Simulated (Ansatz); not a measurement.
Si₂S₂⁻, relaxed as a doublet with UKS PBE0-D4/def2-TZVPD in Ansatz, starting from the GFN2-xTB geometry. Force threshold 0.02 eV/Å.

Another isomer (doublet) lies 0.84 eV lower at PBE0-D4/def2-TZVPD; other spin states weren't run for this one.

Start:

```xyz
4

Si   -1.073   -0.196    0.100
Si    1.077    0.172   -0.109
S    -2.589    0.099   -1.247
S     2.585   -0.074    1.256
```

| step | energy (eV) | largest force component (eV/Å) | SCF passes |
| --- | --- | --- | --- |
| 1 | -37415.3022 | 1.974 | 23 |
| 2 | -37415.4272 | 0.445 | 29 |
| 3 | -37415.4510 | 0.111 | 26 |
| 4 | -37415.4518 | 0.072 | 28 |
| 5 | -37415.4528 | 0.002 | 25 |

Force components are those of the run's own axes.

End:

```xyz
4

Si   -1.1543   -0.2005    0.0989
Si    1.1561    0.1878   -0.1034
S    -2.5969    0.0914   -1.2495
S     2.5952   -0.0788    1.2540
```

By distances, no bond broke or formed. The bond that changes most is Si1–Si2, from 2.19 to 2.35 Å (atoms count from 1).

No frequencies were taken in this run, so the end may be a saddle point.

Hardware: 4 threads of Intel Xeon on a shared host. Wall time 29 s, peak host memory 0.65 GiB.
